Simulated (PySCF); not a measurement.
This PySCF input asks for the NMR shieldings of `C=C(C)c1ccc2ccccc2c1`, C₁₃H₁₂; the geometry comes from PBE0-D3(BJ)/def2-SVP.

```python
import basis_set_exchange as bse
import numpy as np
from pyscf import gto, dft
from pyscf.prop import nmr

atoms = """
C    -2.826577   -1.644619    0.395802
C    -2.422948   -0.382435    0.608698
C    -3.361765    0.653065    1.159954
C    -1.037692    0.047447    0.297579
C    -0.775301    1.368643   -0.163140
C     0.498921    1.777334   -0.471194
C     1.604029    0.901648   -0.325069
C     2.933099    1.291872   -0.628137
C     3.979232    0.414412   -0.462083
C     3.740501   -0.894914    0.017944
C     2.462935   -1.302188    0.321272
C     1.361011   -0.421857    0.155915
C     0.035348   -0.812049    0.460706
H    -3.840668   -1.958849    0.655424
H    -2.169736   -2.391569   -0.057110
H    -4.302922    0.194891    1.493641
H    -2.910760    1.189753    2.009611
H    -3.614448    1.411976    0.401045
H    -1.604587    2.066997   -0.290822
H     0.675841    2.792851   -0.835526
H     3.112581    2.305428   -0.996742
H     4.999178    0.725999   -0.698947
H     4.579033   -1.583473    0.147134
H     2.276456   -2.313575    0.692313
H    -0.134509   -1.816137    0.856721
"""
names = dict.fromkeys(["C", "H"], "pcSseg-1")
basis = {el: gto.basis.parse(bse.get_basis(n, elements=[el], fmt="nwchem")) for el, n in names.items()}
mol = gto.M(atom=atoms, basis=basis, charge=0, verbose=0)
mf = dft.RKS(mol, xc="PBE")
mf.grids.level = 2
mf.grids.alignment = dft.numint.BLKSIZE   # the property module wants whole blocks of grid points
mf.conv_tol = 1e-9
mf.kernel()

calc = nmr.RKS(mf)   # GIAO
sigma = calc.kernel()   # uncoupled for a functional without exact exchange
for i, s in enumerate(sigma):   # ppm
    w = np.linalg.eigvalsh((s + s.T) / 2)
    print("%2d %-2s iso %8.1f  s11 %8.1f  s22 %8.1f  s33 %8.1f" % (i, mol.atom_pure_symbol(i), w.mean(), *w))
```

Question: What does it print?

Answer: 
```
 0 C  iso     61.6  s11    -27.9  s22     72.0  s33    140.5
 1 C  iso     27.2  s11    -86.4  s22     22.5  s33    145.5
 2 C  iso    155.4  s11    138.8  s22    148.9  s33    178.4
 3 C  iso     36.7  s11    -49.5  s22      0.7  s33    158.7
 4 C  iso     53.8  s11    -45.6  s22     40.7  s33    166.2
 5 C  iso     48.9  s11    -46.6  s22     41.7  s33    151.7
 6 C  iso     45.9  s11    -24.4  s22    -22.2  s33    184.5
 7 C  iso     48.9  s11    -48.1  s22     40.7  s33    153.9
 8 C  iso     51.0  s11    -53.6  s22     39.2  s33    167.5
 9 C  iso     50.7  s11    -54.6  s22     39.0  s33    167.7
10 C  iso     47.9  s11    -49.4  s22     40.6  s33    152.7
11 C  iso     45.7  s11    -24.3  s22    -22.4  s33    183.9
12 C  iso     51.6  s11    -33.1  s22     42.7  s33    145.3
13 H  iso     25.8  s11     23.8  s22     24.2  s33     29.4
14 H  iso     25.5  s11     21.7  s22     24.5  s33     30.4
15 H  iso     29.1  s11     24.9  s22     28.4  s33     34.0
16 H  iso     29.2  s11     25.8  s22     28.2  s33     33.6
17 H  iso     28.5  s11     23.6  s22     28.1  s33     33.7
18 H  iso     23.7  s11     18.5  s22     23.1  s33     29.4
19 H  iso     23.5  s11     18.7  s22     23.9  s33     27.8
20 H  iso     23.4  s11     18.9  s22     23.7  s33     27.7
21 H  iso     23.7  s11     19.7  s22     24.6  s33     26.7
22 H  iso     23.7  s11     19.7  s22     24.5  s33     26.8
23 H  iso     23.4  s11     18.8  s22     23.4  s33     28.1
24 H  iso     23.3  s11     18.1  s22     22.6  s33     29.2
```

These numbers come from an equivalent density-fitted implementation of the same equations, which agrees with the script to about 0.01 ppm for H and up to a few tenths of a ppm for heavy atoms, so last digits may differ.

Question: Turn these shieldings into chemical shifts. δ = σ(ref) − σ, references computed at the same level: TMS for $^{13}$C (180.03 ppm) and $^{1}$H (31.20 ppm).

Answer: Averaging equivalent atoms: C 1: 152.8; C 3: 143.4; C 11: 134.3; C 6: 134.1; C 10: 132.1; C 7: 131.2; C 5: 131.1; C 9: 129.4; C 8: 129.0; C 12: 128.4; C 4: 126.3; C 0: 118.5; C 2: 24.7; H 24: 7.89; H 23: 7.79; H 20: 7.75; H 19: 7.74; H 22: 7.52; H 18: 7.52; H 21: 7.50; H 14: 5.68; H 13: 5.38; H 15/16/17: 2.28 ppm. 

Size and cost of the density-fitted run: 281 basis functions; peak memory 1.7 GiB.
